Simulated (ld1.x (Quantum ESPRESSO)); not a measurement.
**nickel (Ni): one change to a TM potential, before and after**

| Quantity | Value |
| --- | --- |
| Element | nickel |
| Generator | ld1.x (Quantum ESPRESSO) 7.5 |
| Type | norm-conserving Troullier–Martins (Kleinman–Bylander form) |
| Functional | PBE |
| Relativity | scalar-relativistic |
| Frozen core | [Ne] 3s2 |
| Valence charge | 16 |
| Reference configuration | 3p6 3d8 4s1.5 4p0 (charge +0.5) |
| Partial waves | 4s (bound): rc 1.75 bohr; 3p (bound): rc 1.15 bohr; 3d (bound): rc 1.00 bohr |
| Local potential | the d channel |
| Core correction | none |

Change: local potential the p channel.

Cutoffs: the cutoffs (Ry, on a coarse ladder) from which the occupation-weighted sum of valence levels, in a spherical-Bessel basis at the reference potential, stays within 10 and 1 mRy of its value at 400 Ry; they do not see the model core or the augmentation charge, which bear on the density cutoff. Errors are all-electron minus pseudo energies relative to the spin-unpolarised reference configuration.

Task: How do hardness, ghosts and transferability respond?

Result: Both files keep a bound ghost (s); the number of tests that count goes from 7 to 6; of the 6 tests that both files solve, the error grows in 3 and shrinks in 0 by more than 15 % and 0.3 meV (median size 15.0 → 18.3 meV); the range in which the s phases agree widens (upper end 0.2 → 3.9); the range in which the d phases agree widens (upper end 2.8 → at the end of the scan).

```csv
quantity,base,changed
"cutoff, loose",230 Ry,230 Ry
"cutoff, tight",300 Ry,over 300 Ry
loose cutoff by channel (10 mRy a level),"s 6 Ry, p 70 Ry, d 180 Ry","s 15 Ry, d 180 Ry, p 70 Ry"
bound ghosts,s,s
"tests counted (converged, no solver errors)",7 of 7,6 of 7
"error for 3p6 3d8 4s2 4p0, meV [ΔE -3.72 eV]",+0.1,-0.2
"error for 3p6 3d8 4s1 4p0, meV [ΔE 5.61 eV]",-1.3,-1.6
"error for 3p6 3d8 4s0 4p0, meV [ΔE 22.96 eV]",-17,-17
"error for 3p6 3d6 4s0 4p0, meV [ΔE 117.98 eV]",+126,+182
"error for 3p6 3d9 4s0 4p0, meV [ΔE 2.60 eV]",-84,-76
"error for 3p6 3d8 4s1 4p1, meV [ΔE 0.88 eV]",-13,+20
s: phases at 1.89 bohr within 0.05 rad from the reference energy up to (Ry; the scan ends near 5),0.2,3.9
p: phases at 1.89 bohr within 0.05 rad from the reference energy up to (Ry; the scan ends near 5),to the end of the scan,to the end of the scan
d: phases at 1.89 bohr within 0.05 rad from the reference energy up to (Ry; the scan ends near 5),2.8,to the end of the scan
```

Base: These tests converged, but a pseudo level misses the all-electron one widely, so the file describes the atom poorly there or has found another state: 3p6 3d6 4s0 4p0: empty 4s by 13.3 eV (a node warning on the way). ld1.x printed “convergence not achieved” for 4 of the counted tests; their residual had stalled under 1e-8, short of the target of 1e-14. Changed file: Tests not counted: 3p6 3d9 4s1 4p0 (pseudo-atom not self-consistent, printed error -27 meV). ld1.x printed “convergence not achieved” for 3 of the counted tests; their residual had stalled under 1e-8, short of the target of 1e-14. A true bound ghost makes a file unfit for plane-wave use even where its test errors are small: the radial tests pick states by their node count and pass the ghost by.
